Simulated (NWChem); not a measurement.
Everything below was run with NWChem. System: CH$_{3}$NOSi, charge 0, spin multiplicity 1, at a geometry optimised with B3LYP/def2-SVP. The structure started from a generated list of species. Level: G0W0@PBE0/def2-TZVPP, RI basis def2-tzvpp-rifit.

NWChem printed:

```
             Northwest Computational Chemistry Package (NWChem) 7.3.0
             --------------------------------------------------------

                                NWChem Input Module
                                -------------------

 Scaling coordinates for geometry "geometry" by  1.889725989
 (inverse scale =  0.529177249)

 Turning off AUTOSYM since
 SYMMETRY directive was detected!

                             Geometry "geometry" -> ""
                             -------------------------

 Output coordinates in angstroms (scale by  1.889725989 to convert to a.u.)

  No.       Tag          Charge          X              Y              Z
 ---- ---------------- ---------- -------------- -------------- --------------
    1 N                    7.0000    -2.30322600    -0.59690300     0.00000000
    2 C                    6.0000    -1.28665600    -0.03074000     0.00000000
    3 O                    8.0000    -0.18261000     0.62462600     0.00000000
    4 Si                  14.0000     1.41714400    -0.01212800     0.00000000
    5 H                    1.0000     1.59567500    -0.82950900     1.22585300
    6 H                    1.0000     2.27203500     1.19456400     0.00000000
    7 H                    1.0000     1.59567500    -0.82950900    -1.22585300

 Effective nuclear repulsion energy (a.u.)     141.5674573352

            Nuclear Dipole moment (a.u.)
            ----------------------------
        X                 Y               Z
 ---------------- ---------------- ----------------
     0.0000056692     0.0000018897     0.0000000000

      Symmetry information
      --------------------

 Group name             Cs
 Group number              2
 Group order               2
 No. of unique centers     6

      Symmetry unique atoms

     1    2    3    4    5    6


 Summary of "ao basis" -> "" (spherical)
 ------------------------------------------------------------------------------
       Tag                 Description            Shells   Functions and Types
 ---------------- ------------------------------  ------  ---------------------
 *                         def2-tzvpp                 on all atoms

 new library libraries.bse/

 Summary of "ri basis" -> "" (spherical)
 ------------------------------------------------------------------------------
       Tag                 Description            Shells   Functions and Types
 ---------------- ------------------------------  ------  ---------------------
[...]
   111      0.481688  4 Si px               138      0.444234  5 H  s
   166      0.444234  7 H  s                109      0.335609  4 Si py
    75     -0.300604  3 O  py                98      0.240828  4 Si s
    97      0.181983  4 Si s                108      0.172431  4 Si px

 center of mass
 --------------
 x =  -0.14133037 y =   0.01180690 z =   0.00000000

 moments of inertia (a.u.)
 ------------------
          61.052260016689         -62.573184883342           0.000000000000
         -62.573184883342         585.028662575375           0.000000000000
           0.000000000000           0.000000000000         624.447781710166

     Multipole analysis of the density
     ---------------------------------

     L   x y z        total         alpha         beta         nuclear
     -   - - -        -----         -----         ----         -------
     0   0 0 0      0.000000    -19.000000    -19.000000     38.000000

     1   1 0 0      1.896040      0.948017      0.948017      0.000006
     1   0 1 0      0.314392      0.157195      0.157195      0.000002
     1   0 0 1      0.000000      0.000000      0.000000      0.000000

     2   2 0 0    -27.558436   -166.806972   -166.806972    306.055508
     2   1 1 0     -2.384735    -16.859774    -16.859774     31.334813
     2   1 0 1      0.000000      0.000000      0.000000      0.000000
     2   0 2 0    -23.689873    -26.890180    -26.890180     30.090487
     2   0 1 1     -0.000000     -0.000000     -0.000000      0.000000
     2   0 0 2    -22.678118    -16.705353    -16.705353     10.732588

 Task  times  cpu:       27.3s     wall:       27.3s

                                NWChem Input Module
                                -------------------

                                 NWChem GW Module
                                 ----------------

                             ***********************
                             ***        GW       ***
                             ***********************

 Summary of "ri basis" -> "ri basis" (spherical)
 ------------------------------------------------------------------------------
       Tag                 Description            Shells   Functions and Types
 ---------------- ------------------------------  ------  ---------------------
 N                      def2-tzvpp-rifit            22       76   8s6p4d3f1g
 C                      def2-tzvpp-rifit            22       76   8s6p4d3f1g
 O                      def2-tzvpp-rifit            22       76   8s6p4d3f1g
 Si                     def2-tzvpp-rifit            33      123   11s8p7d5f2g
 H                      def2-tzvpp-rifit            10       30   4s3p2d1f

                 Memory Information
                 ------------------
          Available GA per process is          1699.8 MBs
          Available stack per process is        700.0 MBs
          Available heap per process is           0.0 MBs

          Peak memory in Initialization
              Peak GA per process is                 14.3 MBs
              Peak stack per process is               0.4 MBs
              Peak heap per process is               14.8 MBs
              Memory not in MA per process            0.0 MBs

          Peak memory in CDGW Calculation
              Peak GA per process is                 17.4 MBs
              Peak stack per process is               3.0 MBs
              Peak heap per process is                3.5 MBs
              Memory not in MA per process            0.0 MBs

          Computing 2-center integrals
          Computing Inverse Cholesky factor
          Computing 3-center integrals
          Computing Vxc

          Computing Sigma_x
          Computing W(iw) on the imaginary grid
          Solving quasiparticle equations

                  Alpha Orbitals
          State     Energy (eV)     Error (eV)
          -----------------------------------
@GW        16        -13.453           0.002
@GW        17        -12.694           0.002
@GW        18        -11.442           0.002
@GW        19        -11.129           0.002
@GW        20          0.921           0.005
@GW        21          2.698           0.002

     GW Timing Statistics
   ------------------------
   Init.   :          0.1s
     ERIs  :          2.3s
     Distr.:          0.0s
     Vxc   :          2.9s
   Vmo     :          0.0s
   iW      :          4.1s
   I_n     :          0.0s
   R_n     :          0.5s
   GW total:         10.0s

 Task  times  cpu:       10.0s     wall:       10.0s

 Total times  cpu:       37.4s     wall:       37.4s
```

Q: Write an NWChem input that would produce this output.

A: This is not unique; one that fits is 
```
start mol
memory heap 200 mb stack 700 mb global 1700 mb
geometry units angstroms nocenter noautoz
  N     -2.303226    -0.596903     0.000000
  C     -1.286656    -0.030740     0.000000
  O     -0.182610     0.624626     0.000000
  Si     1.417144    -0.012128     0.000000
  H      1.595675    -0.829509     1.225853
  H      2.272035     1.194564     0.000000
  H      1.595675    -0.829509    -1.225853
  symmetry group Cs
end
basis spherical
  * library def2-tzvpp
end
basis "ri basis" bse spherical
  * library def2-tzvpp-rifit
end
dft
  xc pbe0
  iterations 100
  direct
  tolerances tight
end
task dft energy
gw
  method cdgw
  states alpha occ 4 vir 2
end
task dft gw
```
